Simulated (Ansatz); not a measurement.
C3H8BCl, SMILES `BCCCCl` from Hartree–Fock to CCSD(T)

```csv
atom,x (Å),y (Å),z (Å)
B1,1.158,-0.056,1.819
C2,0.108,0.345,0.758
C3,-0.106,-0.576,-0.432
C4,-0.981,0.005,-1.519
Cl5,-0.239,1.450,-2.271
H6,2.010,-0.865,1.575
H7,1.177,0.491,2.884
H8,-0.844,0.651,1.208
H9,0.539,1.302,0.398
H10,0.858,-0.865,-0.861
H11,-0.587,-1.504,-0.101
H12,-1.947,0.327,-1.129
H13,-1.145,-0.706,-2.327
```

Charge 0, multiplicity 1. Geometry: relaxed with PBE0-D4/def2-TZVP. It is one conformer, not always the lowest. Frozen core, restricted reference, the Gaussian-basis code of Ansatz. CBS rows extrapolate triple and quadruple zeta; past MP2 they add the triple-zeta difference.

| basis | HF (Eh) | MP2 corr. |
| --- | --- | --- |
| def2-TZVPP | -602.49337 | -0.81428 |
| def2-QZVPP | -602.51299 | -0.87321 |

Q: Estimate the CCSD correlation energy and the (T) correction in each basis where they were run (hartree).

A: 
```tsv
basis	CCSD corr.	(T)
def2-TZVPP	-0.87603	-0.03491
CBS(def2)	-0.97862	as TZ
```
